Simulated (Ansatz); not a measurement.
Reaction (SMILES): [GeH] (GeH) → Ge atom + H atom
B3LYP-D3(BJ)/def2-TZVP geometries, fixed; electronic energies without zero-point terms.
Largest species:
```
Ge
H 1 1.6063
```
Charge 0, spin multiplicity 2.

How fast the atomisation energy converges with the basis for several methods (Ansatz, an electronic-structure program): deviation from each method's own reference, in kcal/mol. References: CCSD(T) 67.89 kcal/mol, Hartree-Fock in aug-cc-pVQZ plus the correlation part extrapolated as X^-3 from aug-cc-pVTZ and aug-cc-pVQZ; HF 46.05 kcal/mol, the value in aug-cc-pV5Z; MP2 64.03 kcal/mol, Hartree-Fock in aug-cc-pV5Z plus the correlation part extrapolated as X^-3 from aug-cc-pVQZ and aug-cc-pV5Z; PBE 67.02 kcal/mol, the value in aug-cc-pV5Z; PBE0 66.14 kcal/mol, the value in aug-cc-pV5Z; r2SCAN 68.01 kcal/mol, the value in aug-cc-pV5Z. Cartesian d functions, on some or all atoms, in 6-31G*; all else is spherical. In correlated methods cores are frozen (with 3d on Ga to Br). Open shells are unrestricted. No added dispersion term, no relativity. 

```csv
basis,functions,CCSD(T),HF,MP2,PBE,PBE0,r2SCAN
pcseg-0,24,-15.55,-8.07,-16.12,-3.33,-4.90,-4.71
cc-pVDZ,32,-6.06,-1.09,-6.16,-0.75,-0.77,-1.02
6-31G*,37,-12.25,-2.13,-11.80,-1.34,-1.42,-2.01
aug-cc-pVDZ,45,-4.78,-1.01,-5.10,-1.06,-0.95,-1.11
pcseg-2,57,-2.34,-0.45,-2.66,-0.45,-0.40,-0.48
aug-pcseg-2,82,-1.74,-0.10,-2.12,-0.19,-0.13,-0.17
def2-QZVP,105,-0.72,-0.07,-0.97,-0.04,-0.04,-0.03
aug-pcseg-3,142,-0.67,0.05,-0.94,-0.14,-0.07,-0.06
```

Mean absolute deviation over pcseg-2, aug-pcseg-2: PBE0 0.26, HF 0.28, PBE 0.32, r2SCAN 0.32, CCSD(T) 2.04, MP2 2.39 kcal/mol.
